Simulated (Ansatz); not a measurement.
Gas-phase reaction in SMILES: Cl[Si](Cl)(Cl)Br [bromo(trichloro)silane] + 3 [SiH4] (SiH4) → [SiH3]Br + 3 [SiH3]Cl [chlorosilane]
Geometries: B3LYP-D3(BJ)/def2-TZVP minima from Ansatz (a program for electronic structure).

Quantity: bond separation energy (electronic energy difference), in kJ/mol. Valence correlation only, unless marked. Spin-orbit coupling is left out. The frozen core is the preceding noble-gas configuration, with the filled d and f shells of earlier blocks. No relativistic terms. CBS(X,Y): correlation extrapolated as X^-3; Hartree-Fock from the larger set. The bracket is a focal-point correction in the basis named.

```
level                                                                 program  bond separation energy (kJ/mol)
-------------------------------------------------------------  --------------  -------------------------------
PBE0-D3(BJ)/def2-TZVP                                          Ansatz + dftd3                              9.0
LC-wPBE-D4/def2-TZVPD                                          Ansatz + dftd4                                …
wB97X/def2-TZVPD                                                       Ansatz                                …
B2PLYP-D4/def2-TZVPD                                           Ansatz + dftd4                              6.7
SCS-MP2/def2-SVPD                                                      Ansatz                             -0.5
CCSD/def2-TZVPP                                                        Ansatz                             -0.6
RI-MP2/CBS(def2-TZVPPD,def2-QZVPPD)+[CCSD(T)-MP2]/def2-TZVPPD          Ansatz                              3.9
```

Q: What belongs in the gaps?

A: 
- LC-wPBE-D4/def2-TZVPD, bond separation energy (kJ/mol): 10.9
- wB97X/def2-TZVPD, bond separation energy (kJ/mol): -1.3
